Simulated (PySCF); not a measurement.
C₇H₉NO.
SMILES: `COCc1ccncc1`

Torsions of this conformer, `[CH3:1][O:2][CH2:3][c:4]1[cH:5][cH:6][n:7][cH:8][cH:9]1`: C1–O2–C3–C4 179°, O2–C3–C4–C5 -4°.

The closed-shell ground state was solved at several levels (PySCF, density fitting, gas phase, non-relativistic). Geometry: PBE0-D3(BJ)/def2-SVP, one conformer, isolated molecule.

| level | basis functions | total energy (Eh) | HOMO (eV) | LUMO (eV) | gap (eV) | dipole (D) |
| --- | --- | --- | --- | --- | --- | --- |
| wB97X-D/def2-SVPD | 255 | -401.7035 | -9.22 | 1.01 | 10.23 | 3.74 |
| PBE0/pcSseg-1 | 198 | -401.5979 | -7.29 | -0.67 | 6.62 | 3.79 |

**Question.** What might wB97X-D/pcSseg-1 (198 basis functions) give for the same quantities?

**Answer.** Total energy -401.9264 Eh, HOMO -9.23 eV, LUMO 1.08 eV, gap 10.31 eV, dipole 3.84 D.

**Question.** Over all these levels, which gives the widest orbital gap and which the narrowest?

**Answer.** wB97X-D/pcSseg-1 (range-separated hybrid) has the widest, 10.31 eV, and PBE0/pcSseg-1 (global hybrid, 25 % exact exchange) the narrowest, 6.62 eV. The two share the basis. From the narrowest to the widest the HOMO moves by -1.94 eV and the LUMO by +1.75 eV.

**Question.** How far do the dipole and the HOMO energy spread over the levels?

**Answer.** The dipole runs from 3.74 to 3.84 D (mean 3.79 D) and the HOMO from -9.23 to -7.29 eV.

wB97X-D is run here without its empirical dispersion term; that term would change no orbital, density or response property at a fixed geometry.
